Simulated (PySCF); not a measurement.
# [SmF3(NH3)]− at several levels of theory

Computed with PySCF 2.14.0 (density fitting, no spin-orbit coupling) at the geometry relaxed with PBE0:

```xyz
8
[SmF3(NH3)]− (singlet in the valence; each metal's 4f electrons, 6 of them, lie in its core potential, out of spins and levels)
Sm    0.1617   -0.1617    0.1617
F     1.1365    1.6177    1.1365
F    -1.6177   -1.1365    1.1365
F     1.1365   -1.1365   -1.6177
N    -1.4387    1.4387   -1.4387
H    -2.0363    2.0363   -0.8716
H    -0.8716    2.0363   -2.0363
H    -2.0363    0.8716   -2.0363
```

| level | basis | state | HOMO (eV) | gap (eV) | charge on Sm1 (e) | population of f-type functions on Sm1 (polarisation alone where 4f lies in the core) | dipole about the centre of mass (D) | largest force component (eV/Å) |
| --- | --- | --- | --- | --- | --- | --- | --- | --- |
| PBE0 | Sm lcecp-0-SVP with ECP52, F def2-SVP, N def2-SVP, H def2-SVP | singlet | – | – | 0.64 | 0.05 | 4.47 | 0.00 |
| wB97X | the same | singlet | – | – | 0.65 | 0.05 | 4.45 | 0.05 |
| PBE0 | Sm lcecp-0-TZVP with ECP52, F def2-TZVP, N def2-TZVP, H def2-TZVP | singlet | – | – | 1.12 | 0.06 | 4.21 | 0.27 |

In the lcecp rows the 4f levels are missing from HOMO and gap, and the state counts the valence alone.

Charges are Mulliken's, which hang on the basis. The relaxation used the grid (50, 194), these runs (75, 302) or, all-electron (x2c bases, spin-free X2C Hamiltonian), (99, 590).

**Question.** What does BLYP with Sm lcecp-0-SVP with ECP52, F def2-SVP, N def2-SVP, H def2-SVP give here?

**Answer.** state singlet, charge on Sm1 (e) 0.36, population of f-type functions on Sm1 (polarisation alone where 4f lies in the core) 0.04, dipole about the centre of mass (D) 4.46, largest force component (eV/Å) 0.27. Time: 5.9 s on 2 threads of Arm Neoverse V1, on a shared host, from an already converged density.

An lcecp potential fixes the number of 4f electrons, so in runs with it no electron can move into or out of that shell.
